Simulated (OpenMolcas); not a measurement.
## B+: from CASSCF to CASPT2

```json
{
 "Program": "OpenMolcas",
 "Basis": "ANO-RCC-VDZP [3s2p1d]",
 "Scalar Hamiltonian": "DKH2, point nucleus",
 "Active space": "2 electrons in 4 orbitals (2s 2p)",
 "State averaging": "2S+1 = 3 even, 3 roots; 2S+1 = 1 even, 7 roots kept (CI in the orbitals of an earlier block); 2S+1 = 3 odd, 3 roots; 2S+1 = 1 odd, 3 roots kept (CI in the orbitals of an earlier block)",
 "Spin-orbit coupling": "state interaction with AMFI integrals over the reference wave functions, term energies averaged over their components"
}
```

Methods on the same reference wave functions:
A. CASSCF
B. SS-CASPT2, IPEA 0.25 Eh, imaginary shift 0.1 Eh (closed shells correlated: 1s)
C. MS-CASPT2, IPEA 0.25 Eh, imaginary shift 0.1 Eh (closed shells correlated: 1s)

Energies in cm⁻¹ above 2s² ¹S₀, the measured ground level; measured values from NIST Handbook of Basic Atomic Spectroscopic Data.

| Level | A | B | C | Measured |
| --- | --- | --- | --- | --- |
| 2s² ¹S₀ | 0.0 | 0.0 | 0.0 | 0.0 |
| 2s 2p ³P°₀ | 36145 | 37190 | 37190 | 37336 |
| 2s 2p ³P°₁ | 36153 | 37200 | 37200 | 37342 |
| 2s 2p ³P°₂ | 36169 | 37210 | 37210 | 37358 |
| 2s 2p ¹P°₁ | 83242 | 77130 | 77130 | 73397 |
| 2p² ³P₀ | 98806 | 99480 | 99480 | 98911 |
| 2p² ³P₁ | 98814 | 99490 | 99490 | 98920 |
| 2p² ³P₂ | 98829 | 99510 | 99510 | 98933 |
| 2p² ¹D₂ | 111161 | 106290 | 106290 | 102363 |
| 2p² ¹S₀ | 141297 | 133460 | 133460 | 127661 |

Deviations, from unrounded energies. A percentage is the sum of absolute deviations over the sum of measured energies, with the sign that they share, or ± where signs differ.

```csv
Against measurement,Levels,A,B,C
mean absolute deviation (cm-1),9,4000,1700,1700
other configurations (%),9,±5.1,±2.2,±2.2
```

B, C lie about equally close to measurement and A furthest from it. The largest miss of B in the table is 2p² ¹S₀, by +5800 cm-1. The ranking rests on the paired levels alone, and a cruder setting can come out closer through cancelling errors.

Between B and C no level of the table moves by more than 5 cm-1.

The two smallest mean deviations differ by little beside CASPT2's spread within terms, so their order carries little weight.

The lowest spin-free term lies below A's lowest term by 0.011 hartree in B, 0.011 hartree in C.

CASPT2 breaks the degeneracy within a term, and the mean is taken; among the terms shown or strongly mixed into the levels shown the widest spread is 220 cm-1 (2p² ¹D, B). Terms from blocks run as CI alone lack orbitals of their own. Without dynamic correlation excited terms often stand tens of per cent too high (terms of higher spin than the ground term too low), and those without a measured partner can miss by more than the paired ones (holds for A). Measured partners are found by configuration, term and J. A level has none where our copy of the source lacks it or the pairing is in doubt (some pairs that miss far off the trend of their configuration count as doubtful), and it then counts in no deviation. Only configurations of the active space appear.

° marks odd parity.
